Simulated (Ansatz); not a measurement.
C$_{6}$H$_{18}$ClN$_{3}$Sn, SMILES `C[N](C)[Sn]([Cl])([N](C)C)[N](C)C`, relaxed with RKS PBE0-D4/def2-TZVP in Ansatz 0.2.0 from a PBE-D4/def2-SVP geometry. The force threshold is 0.005 eV/Å; the program also tests the step.

Charge 0, multiplicity 1. Sn takes the def2 core potential.

Start:

```xyz
29

C    -2.311    0.413   -1.207
N    -1.556    1.314   -0.352
C    -2.382    2.145    0.506
Sn    0.208    0.573    0.405
Cl    1.033    2.304    1.841
N     1.263    0.142   -1.300
C     1.277    1.116   -2.376
C     2.472   -0.648   -1.184
N     0.129   -1.105    1.585
C    -0.149   -2.381    0.959
C     0.833   -1.184    2.847
H    -1.626   -0.183   -1.845
H    -2.974   -0.298   -0.651
H    -2.970    1.000   -1.889
H    -3.077    1.565    1.167
H    -1.749    2.785    1.153
H    -3.015    2.820   -0.118
H     2.137    1.830   -2.319
H     0.339    1.707   -2.369
H     1.348    0.600   -3.364
H     2.407   -1.337   -0.317
H     2.616   -1.276   -2.096
H     3.400   -0.035   -1.062
H    -0.797   -3.010    1.618
H     0.770   -2.986    0.740
H    -0.692   -2.250    0.000
H     1.028   -0.170    3.250
H     0.223   -1.734    3.604
H     1.817   -1.715    2.774
```

(1) How much energy does the relaxation release, and in how many steps? (An estimate is asked.)

(2) Which bonds change most? (An estimate is asked.)

(3) Give the relaxed structure. (Best estimate.)

## Answers

(1) Computed: 4.70 kcal/mol, in 22 steps.

(2) Ansatz gave: N2–Sn4 from 2.057 to 1.997 Å; Sn4–Cl5 from 2.396 to 2.340 Å; Sn4–N9 from 2.053 to 2.007 Å; Sn4–N6 from 2.051 to 2.007 Å.

(3) Ansatz gave: 
```xyz
29

C    -2.213    0.442   -1.408
N    -1.595    1.174   -0.329
C    -2.538    1.828    0.545
Sn    0.179    0.583    0.372
Cl    1.023    2.371    1.623
N     1.266    0.164   -1.262
C     1.425    1.186   -2.270
C     2.428   -0.680   -1.119
N     0.122   -0.953    1.664
C    -0.543   -2.161    1.243
C     1.185   -1.175    2.611
H    -1.457   -0.047   -2.026
H    -2.917   -0.330   -1.057
H    -2.780    1.126   -2.054
H    -3.225    1.124    1.040
H    -2.018    2.396    1.320
H    -3.150    2.538   -0.026
H     2.277    1.855   -2.075
H     0.524    1.801   -2.339
H     1.588    0.723   -3.253
H     2.265   -1.432   -0.342
H     2.623   -1.215   -2.058
H     3.342   -0.121   -0.864
H    -0.977   -2.675    2.111
H     0.125   -2.878    0.740
H    -1.366   -1.935    0.558
H     1.641   -0.229    2.907
H     0.786   -1.647    3.519
H     1.981   -1.833    2.226
```
